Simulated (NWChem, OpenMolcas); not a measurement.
## How basis sets differ on CH4AlO2 (SMILES C[O][Al][OH])

The species is CH4AlO2 (8 atoms), meant as a doublet with charge 0. SMILES: `C[O][Al][OH]`. Geometry: relaxed at PBE0-D4/def2-TZVP. This is one conformer, not always the lowest.

```xyz
8

C     0.2927    1.3659   -0.6699
O    -0.0358    0.2825    0.1443
Al   -0.0626   -1.3996    0.0930
O    -0.6019   -2.1919    1.4979
H     0.6612    1.0583   -1.6559
H    -0.5854    2.0024   -0.8208
H     1.0700    1.9715   -0.1925
H    -0.6463   -3.1460    1.5482
```

Quantity: the dipole moment, in D. The values are calculated.

```
                            level          kind     program  value (D)  CPU time
                    ROHF/ANO-L-MB  Hartree–Fock  OpenMolcas       3.06     3.7 s
                       UHF/STO-3G  Hartree–Fock      NWChem       3.15     1.6 s
                        UHF/3-21G  Hartree–Fock      NWChem       3.13     1.7 s
UHF/6-31G** (spherical functions)  Hartree–Fock      NWChem       2.51      19 s
                     UHF/def2-SVP  Hartree–Fock      NWChem       2.48      12 s
                    UHF/6-311+G**  Hartree–Fock  OpenMolcas       2.57      43 s
```

The values span 2.48 to 3.15 D. Magnitudes only. Sets without polarisation functions give poor dipoles. Without the sets that lack polarisation functions the rows with a basis span only 2.48 to 2.57 D. Times are those of the runs behind each value, whatever else they computed, on shared processors of several kinds: orders of magnitude only.
